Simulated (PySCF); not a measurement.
**Br, SMILES `[Br]` (charge 0, multiplicity 2)**

Level of theory: PySCF with PBE-D3(BJ)/def2-TZVP.

The highest occupied spin orbital is -7.43 eV. The dipole moment is 0.00 D and the total energy is -2573.7208 Ha. The cost is around 4 core-seconds (rough).

```xyz
1

Br     0.0000     0.0000     0.0000
```
Charge 0, spin multiplicity 2.
